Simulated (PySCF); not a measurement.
Compound: C6H7BN2.
Bonds: C1–C2 (double), C2–C3, C3–C4 (triple), C4–B5, B5–C6, C6–N7 (triple), B5–N8, N8–C9. Hydrogens: H10, H11 on C1; H12 on C2; H13 on N8; H14, H15, H16 on C9.

Lines to be assigned: B 1s: 196.40 eV; C 1s: 289.87 (area 1), 290.48 (area 1), 290.56 (area 1), 291.31 (area 1), 291.48 (area 1), 292.10 (area 1) eV; N 1s: 404.56 (area 1), 405.42 (area 1) eV.

Computed with delta-SCF UKS SCAN, pcX-2 on the ionised atom, pcseg-1 elsewhere, spin-free X2C in PySCF 2.14.0. Geometry: PBE0-D3(BJ)/def2-SVP, one conformer, isolated molecule.

(1) Order the nitrogen atoms by N 1s binding energy.

## Answers

(1) 404.56 eV: N7 (cyano nitrogen); 405.42 eV: N8 (boron-bound nitrogen). The listed N 1s values span 0.86 eV, from N7 (bonded to C (triple bond)) to N8 (bonded to C, H and B).

Bonded neighbours of each site: C1: C (double bond) and 2 H; C2: C (double bond), C and H; C3: C (triple bond) and C; C4: C (triple bond) and B; B5: N and 2 C; C6: N (triple bond) and B; N7: C (triple bond); N8: C, H and B; C9: N and 3 H.

Problem. What is the C 1s shift of C4 against C3?

Solution. 289.87 − 290.56 = -0.69 eV, or -67 kJ/mol.

The unrestricted hole states depart most from a pure doublet (⟨S²⟩ = 0.75; over 0.85 named) for C 1s of C2 (0.94), C 1s of C3 (0.92) and C 1s of C4 (0.87), which makes these values less certain.

Conformer computed: `[CH2:1]=[CH:2][C:3]#[C:4][B:5]([C:6]#[N:7])[NH:8][CH3:9]`: C4–B5–N8–C9 0°.
